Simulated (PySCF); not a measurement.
The multiplicity is imposed and other spin states were not computed.

Cartesian coordinates (Å):
```xyz
9

Ag     0.0149    -0.0020    -0.0067
N     -1.9839     0.2727     0.8815
H     -2.6075     0.7942     0.2628
H     -1.9418     0.7867     1.7634
H     -2.4392    -0.6202     1.0790
C      1.8752    -0.2578    -0.8332
H      2.0854     0.5315    -1.5742
H      1.9461    -1.2340    -1.3413
H      2.6569    -0.2169    -0.0563
```
Charge 0, spin multiplicity 1.

Task: Give the HOMO–LUMO gap, HOMO, dipole moment, LUMO and total energy at the level PySCF with TPSSh-D3(BJ)/def2-TZVP // r2SCAN-D4/def2-SVP.

Result: 
HOMO–LUMO gap: 4.17 eV
HOMO: -4.88 eV
dipole moment: 6.25 D
LUMO: -0.71 eV
total energy: -243.4635 Ha
